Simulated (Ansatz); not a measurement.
Consider the formal loss of a carbene: `C[SiH]1CS1` → `C1[SiH2]S1` + `[CH2]` (triplet).

Computed with Ansatz on PBE0-D4/def2-TZVP structures; ΔE is electronic, products minus reactants. CCSD(T)/CBS adds triple-zeta CCSD(T) − MP2 to the extrapolated MP2 energy (def2 sets, frozen cores). This one scheme is used for every species. DFT in def2-TZVPP. Triplets are unrestricted, without spin–orbit coupling.

```
        level  ΔE (kcal/mol)
  LDA (SPW92)          133.1
       B97M-V          116.7
      ωB97M-V          116.9
     PBE-QIDH          115.3
          PBE          116.0
         PBE0          114.3
      r2SCANh          110.3
HF/def2-TZVPP           79.9
```

Question: What does CCSD(T)/CBS give? (Estimate.)

Answer: The calculation gave: +116.0 kcal/mol. The listed levels differ from it by 17.1, 0.7, 0.9, -0.7, 0.0, -1.7, -5.7, -36.1 kcal/mol.

Largest T1 diagnostic among the species: 0.012.

Leaving LDA and LC-ωPBE aside and taking each functional with its dispersion term where it has one, the values, not all of them listed here, spread over 7.9 kcal/mol, from r2SCAN0-D4 to ωB97X-V. LDA lies +17.1 kcal/mol from PBE without D4. The D4 term adds +2.6 kcal/mol with B3LYP and +1.4 kcal/mol with PBE0; it sums over pairs of atoms, weighted by their polarisabilities, and B3LYP, whose exchange is more repulsive, gets the larger term.

B3LYP here is the variant with VWN-RPA as its local correlation; programs differ in this.
